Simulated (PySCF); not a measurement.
Estimate the missing entries of this data sheet.

Species: C₅H₆FNSi₂.
Structure used (GFN2-xTB), in Å, numbered top down from 1:
```
atom  x, y, z in Å
C1     3.8338   -0.6605   -1.3768
C2     2.8109   -0.0515   -1.2062
Si3    1.2415    0.8685   -0.8617
F4     1.3524    2.1696   -1.8369
C5    -0.3155   -0.1579   -1.2661
C6    -1.0390   -0.0991   -0.1283
C7    -2.3124   -0.7282    0.1107
N8    -2.8607   -0.5795    1.2391
Si9   -0.0452    0.9848    1.0916
H10    4.7273   -1.1907   -1.5454
H11   -0.6252   -0.7000   -2.1496
H12   -2.7382   -1.3148   -0.7197
H13   -3.7572   -1.0457    1.3600
H14    0.4384    0.2846    2.2830
H15   -0.7153    2.2284    1.4788
```

```csv
property,level,value
point group of the GFN2-xTB geometry,GFN2-xTB,C1
"rotational constants A, B, C of the GFN2-xTB geometry",GFN2-xTB,"2.293, 0.649, 0.624 GHz"
dipole moment,CAM-B3LYP/def2-SVPD,?
HOMO energy,CAM-B3LYP/def2-SVPD,?
LUMO energy,CAM-B3LYP/def2-SVPD,?
lowest singlet excitation,TDDFT CAM-B3LYP/def2-SVPD,"4.47 eV (277 nm, f = 0.000)"
strongest line among the 8 lowest singlet transitions,TDDFT CAM-B3LYP/def2-SVPD,?
lowest triplet excitation (Tamm–Dancoff),TDA CAM-B3LYP/def2-SVPD,3.52 eV
static isotropic polarisability,CAM-B3LYP/def2-SVPD,117.6 au
electronic spatial extent ⟨r²⟩ about the centre of nuclear charge,CAM-B3LYP/def2-SVPD,?
```

The electronic properties come from PySCF, for the isolated species, density fitting.

Problem. What is the electronic spatial extent ⟨r²⟩ about the centre of nuclear charge?

Solution. 1884 bohr².

Problem. The LUMO energy?

Solution. -0.89 eV.

Problem. The strongest line among the 8 lowest singlet transitions?

Solution. S4 at 5.70 eV (218 nm, f = 0.224).

Problem. The dipole moment?

Solution. 2.50 D.

Problem. Give the HOMO energy.

Solution. -9.12 eV.

The largest Löwdin shares of the LUMO are 0.21 on N8, 0.21 on C5, 0.18 on C6 and 0.15 on C7. The rotational constants make it an asymmetric top with κ = (2B − A − C)/(A − C) = -0.97, nearer the prolate limit (−1). With B = h/(8π²I), that is 505.379 GHz u Å² over I, the principal moments of inertia are 220.4, 778.4 and 809.7 u Å² (most abundant isotopes); the inertial defect Ic − Ia − Ib is -189.1 u Å² (zero for a rigid planar frame, negative otherwise).

One conformer stands for the species.
